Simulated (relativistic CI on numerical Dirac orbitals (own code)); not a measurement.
Au³⁺ (5d8) in a crystal field

Calculated by Dirac-Coulomb-Breit CI, separate exchange-only KLI orbitals for each configuration, model QED, valence Slater integrals scaled by 0.7, one configuration in a parametric crystal field (own radial code).

Field parameters in Wybourne normalisation: Oh B⁴₀ = 21Dq, B⁴₄ = √(5/14) B⁴₀. The field is a parameter set, without covalency.

S and J are read from ⟨S²⟩ = S(S + 1) and ⟨J²⟩ = J(J + 1) of each level; they are not fictitious spins.

Oh, 10Dq = 7000 cm⁻¹, the lowest 16 levels:

```csv
E (cm⁻¹),Degeneracy,Irrep,S,J
0.0,3,T2,0.98,3.90
4504,2,E,0.89,3.80
6050,3,T1,0.96,3.94
7802,1,A1,0.91,3.88
8855,2,E,0.63,2.42
11140,3,T2,0.76,2.34
15163,1,A2,1.00,3.00
17346,3,T1,0.99,2.98
17643,3,T2,0.87,2.81
20972,3,T2,0.97,2.11
21619,1,A1,0.69,2.15
24980,2,E,0.74,2.77
26195,1,A1,0.47,3.20
26409,3,T1,0.67,2.72
27198,2,E,0.75,2.82
27858,3,T1,0.63,3.07
```

Oh, 10Dq = 12600 cm⁻¹, the lowest 16 levels:

```tsv
E (cm⁻¹)	Degeneracy	Irrep	S	J
0.0	3	T2	0.98	3.79
7268	2	E	0.61	3.20
11333	3	T1	0.96	3.86
12125	2	E	0.83	3.26
13073	1	A1	0.76	3.55
15389	3	T2	0.83	2.58
19314	1	A2	1.00	3.00
22907	3	T1	0.98	2.85
23178	3	T2	0.84	2.50
25433	1	A1	0.58	3.59
25775	3	T2	0.83	2.46
28134	2	E	0.73	2.83
30823	3	T1	0.34	3.58
31596	1	A1	0.78	1.86
34802	3	T1	0.91	2.35
35576	2	E	0.90	2.35
```

Oh, 10Dq = 18250 cm⁻¹, the lowest 16 levels:

```tsv
E (cm⁻¹)	Degeneracy	Irrep	S	J
0.0	3	T2	0.99	3.69
8580	2	E	0.38	2.90
16231	1	A1	0.53	3.28
16788	3	T1	0.96	3.79
16843	2	E	0.93	3.61
20230	3	T2	0.87	2.72
24080	1	A2	1.00	3.00
28236	3	T2	0.88	2.32
28586	3	T1	0.97	2.68
30035	1	A1	0.72	3.75
31530	3	T2	0.64	2.70
31966	2	E	0.83	2.61
35646	3	T1	0.26	3.72
39474	1	A1	0.88	1.80
43559	3	T1	0.96	2.44
45318	2	E	0.91	2.38
```

Oh, 10Dq = 23850 cm⁻¹, the lowest 16 levels:

| E (cm⁻¹) | Degeneracy | Irrep | S | J |
| --- | --- | --- | --- | --- |
| 0.0 | 3 | T2 | 0.99 | 3.63 |
| 9234 | 2 | E | 0.26 | 2.86 |
| 17810 | 1 | A1 | 0.35 | 3.21 |
| 22034 | 2 | E | 0.97 | 3.69 |
| 22247 | 3 | T1 | 0.96 | 3.74 |
| 25330 | 3 | T2 | 0.89 | 2.81 |
| 29104 | 1 | A2 | 1.00 | 3.00 |
| 33282 | 3 | T2 | 0.90 | 2.27 |
| 34162 | 3 | T1 | 0.97 | 2.53 |
| 35228 | 1 | A1 | 0.84 | 3.46 |
| 36390 | 2 | E | 0.88 | 2.45 |
| 37233 | 3 | T2 | 0.53 | 2.79 |
| 40694 | 3 | T1 | 0.23 | 3.77 |
| 48686 | 1 | A1 | 0.91 | 2.22 |
| 53172 | 3 | T1 | 0.98 | 2.59 |
| 55493 | 2 | E | 0.90 | 2.42 |

Oh, 10Dq = 29450 cm⁻¹, the lowest 16 levels:

```csv
E (cm⁻¹),Degeneracy,Irrep,S,J
0.0,3,T2,0.99,3.58
9613,2,E,0.18,2.87
18663,1,A1,0.23,3.19
27405,2,E,0.98,3.71
27737,3,T1,0.96,3.70
30595,3,T2,0.90,2.87
34299,1,A2,1.00,3.00
38451,3,T2,0.91,2.26
39708,3,T1,0.97,2.43
40650,1,A1,0.89,3.15
41193,2,E,0.92,2.34
42851,3,T2,0.46,2.83
45901,3,T1,0.22,3.80
58653,1,A1,0.93,2.53
63308,3,T1,0.99,2.72
65965,2,E,0.90,2.47
```

The free-ion ground term has S = 1. Every field shown keeps that spin.

Levels of this model without a field, named by their leading LS term (the scale mimics covalency, so terms lie below those of the real free ion): ³F4 0, ¹D2 6574, ³F3 11638, ³P0 17310, ³P2 17727, ³P1 21474, ¹G4 23451, ¹D2 29100 cm⁻¹.
